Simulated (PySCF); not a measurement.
**[Ho(PH3)]3+ at several levels of theory**

Computed with PySCF 2.14.0 (density fitting, no spin-orbit coupling) at the geometry relaxed with PBE0:

```xyz
5
[Ho(PH3)]3+ (singlet in the valence; each metal's 4f electrons, 10 of them, lie in its core potential, out of spins and levels)
Ho    0.0000    0.0000   -0.3744
P     0.0000    0.0000    2.5118
H     1.3321    0.0000    3.0263
H    -0.6661    1.1537    3.0263
H    -0.6661   -1.1537    3.0263
```

```
level                                                 basis    state  HOMO (eV)  gap (eV)  charge on Ho1 (e)  population of f-type functions on Ho1 (polarisation alone where 4f lies in the core)  dipole about the centre of mass (D)  largest force component (eV/Å)
 PBE0     Ho lcecp-1-SVP with ECP56, P def2-SVP, H def2-SVP  singlet     -24.44      4.77               2.27                                                                                  0.00                                 3.27                            0.02
   HF                                              the same  singlet     -26.55     10.26               2.39                                                                                  0.01                                 1.89                            0.81
 PBE0  Ho lcecp-1-TZVP with ECP56, P def2-TZVP, H def2-TZVP  singlet     -24.32      4.72               2.32                                                                                  0.01                                 3.42                            0.17
```

In the lcecp rows the 4f levels are missing from HOMO and gap, and the state counts the valence alone.

Charges are Mulliken's, which hang on the basis. The relaxation used the grid (50, 194), these runs (75, 302) or, all-electron (x2c bases, spin-free X2C Hamiltonian), (99, 590).

Q: What does wB97X with Ho lcecp-1-SVP with ECP56, P def2-SVP, H def2-SVP give here?

A: state singlet, HOMO (eV) -26.52, gap (eV) 9.34, charge on Ho1 (e) 2.31, population of f-type functions on Ho1 (polarisation alone where 4f lies in the core) 0.01, dipole about the centre of mass (D) 2.58, largest force component (eV/Å) 0.14. Time: 2 s on 2 threads of Intel(R) Xeon(R) 6975P-C (Granite Rapids), with other jobs on the host, from an already converged density.

In the first row's basis the gap widens with exact exchange: 4.8 eV for PBE0 (a fixed share); 9.3 to 10.3 eV for wB97X, Hartree–Fock (rising or full at long range).

An lcecp potential fixes the number of 4f electrons, so in runs with it no electron can move into or out of that shell.
